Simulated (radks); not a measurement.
The copper ion Cu3+, configuration [Ar] 3d8.

Method: Dirac Kohn-Sham, PBE, spin-unpolarised, spherical densities, point nucleus; open shells fill j = l - 1/2 first; computed with a radial shooting solver on a logarithmic mesh with Libxc functionals.

Energy parts (eV):
total: -44963.931
kinetic: 45747.600
electron-nucleus: -107199.708
Hartree: 18291.220
exchange-correlation: -1803.042

Orbitals (lengths in bohr, moments of r in powers of bohr; r(90%) holds 90 % of the orbital's charge):
| orbital | occ. | eigenvalue (eV) | <r> | r(90%) |
|---|---|---|---|---|
| 1s1/2 | 2 | -8895.487 | 0.05213 | 0.0931 |
| 2s1/2 | 2 | -1109.313 | 0.2350 | 0.364 |
| 2p1/2 | 2 | -977.5214 | 0.2042 | 0.335 |
| 2p3/2 | 4 | -957.0326 | 0.2075 | 0.339 |
| 3s1/2 | 2 | -160.6244 | 0.7052 | 1.06 |
| 3p1/2 | 2 | -119.5378 | 0.7298 | 1.12 |
| 3p3/2 | 4 | -116.8840 | 0.7397 | 1.14 |
| 3d3/2 | 4 | -49.0814 | 0.8539 | 1.45 |
| 3d5/2 | 4 | -48.7526 | 0.8584 | 1.46 |

The highest occupied level is 3d5/2 at -48.753 eV. For comparison, the ionisation energy in NIST's Atomic Spectra Database is 57.38 eV (semi-empirical). In exact Kohn-Sham theory the highest level is minus the ionisation energy, but local and semilocal functionals leave it too shallow, through self-interaction and a potential that decays too fast; potentials with the right tail come closer. The density falls to 0.001 e/bohr^3 at r = 2.65 bohr. Summed over all electrons, <r^2> = 12.90 bohr^2, which gives a Langevin (diamagnetic) susceptibility term of -10.2 x 10^-6 cm^3/mol.

Beside tabulated values, note that spin-unpolarised runs miss the spin-polarisation part of the exchange energy of open shells.
